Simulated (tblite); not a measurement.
A tight-binding relaxation on `C=[C]1[GeH2][O]B(C)C[C@@H]1C`.

Computed with GFN2-xTB geometry optimisation, gas phase (tblite 0.8.0). Start geometry: from a force field or distance geometry. The input is one job of a driver script: a line of settings, then coordinates in Å.

Command:
```bash
OMP_NUM_THREADS=1 python probes_run.py task.json out
```

Input:
```
{"job": {"kind": "relax", "xc": "GFN2-xTB", "basis": "xTB"}, "charge": 0, "multiplicity": 1}
C      2.749600     0.378300    -0.403500
C      1.503300     0.050800    -0.014700
Ge     1.045900    -1.830200     0.141400
O     -0.374300    -1.956100     1.229200
B     -1.212400    -0.806500     0.932300
C     -2.527300    -0.996000     0.041500
C     -0.639200     0.665500     1.235000
C      0.450300     1.113100     0.230200
C     -0.173500     1.522200    -1.112900
H      3.016500     1.421100    -0.527600
H      3.481300    -0.385500    -0.605300
H      0.678200    -2.390800    -1.260800
H      2.221800    -2.611400     0.753800
H     -2.252200    -1.502500    -0.909300
H     -3.254700    -1.610200     0.602900
H     -2.984300    -0.010100    -0.171500
H     -0.198700     0.645700     2.261900
H     -1.476600     1.389200     1.256500
H      0.930600     2.013600     0.666100
H      0.608000     1.943100    -1.779100
H     -0.654200     0.662300    -1.614000
H     -0.948500     2.313500    -0.953100
```

Output:
```
step      E/eV     max force
  0    -726.68242    2.245
  1    -726.84621    1.299
  2    -726.91588    1.236
  3    -726.94993    0.560
  4    -726.97948    0.346
  5    -726.99232    0.305
  6    -727.01046    0.251
  7    -727.02337    0.302
  8    -727.03595    0.260
  9    -727.04659    0.279
... (131 lines left out)
141    -727.47820    0.030
142    -727.47841    0.027
143    -727.47863    0.035
144    -727.47883    0.034
145    -727.47899    0.021
146    -727.47908    0.017
147    -727.47912    0.015
148    -727.47916    0.017
149    -727.47919    0.012
150    -727.47922    0.009
```

«max force» is the largest atomic force in eV/Å.

Problem. From which step on does the largest force stay under 0.1 eV/Å, and how much energy is left to gain from there?

Solution. From step 116 (0.083 eV/Å), 20.3 meV above the end.

In short: energy lowered by 18.4 kcal/mol over 150 steps; largest atomic force 0.009 eV/Å at the end.

Problem. Where do the atoms end?

Solution. 0.883 Å rms from the input after alignment:
```
atom  x, y, z in Å
C1     2.8329    0.4583    0.5093
C2     1.6451    0.1600    0.0036
Ge3    1.1518   -1.6442   -0.5994
O4    -0.5452   -1.7286   -0.1065
B5    -1.2805   -0.7644    0.4556
C6    -2.7959   -1.0853    0.8219
C7    -0.6723    0.6780    0.8147
C8     0.5131    1.1502   -0.0509
C9     0.0714    1.3623   -1.4992
H10    3.0577    1.4428    0.8949
H11    3.6334   -0.2631    0.5499
H12    1.1062   -1.9326   -2.0834
H13    1.8194   -2.7899    0.1226
H14   -3.0808   -2.0980    0.5510
H15   -2.9707   -0.9629    1.8888
H16   -3.4743   -0.4004    0.3178
H17   -0.3318    0.6324    1.8549
H18   -1.4435    1.4508    0.7849
H19    0.8756    2.1103    0.3420
H20    0.9159    1.6745   -2.1121
H21   -0.3387    0.4402   -1.9110
H22   -0.6990    2.1289   -1.5502
```

Hardware: one thread of an Arm Neoverse N1, shared host. Cost: 2.4 s.
Labels such as C1 count atoms from 1, the log's own numbers from 0.
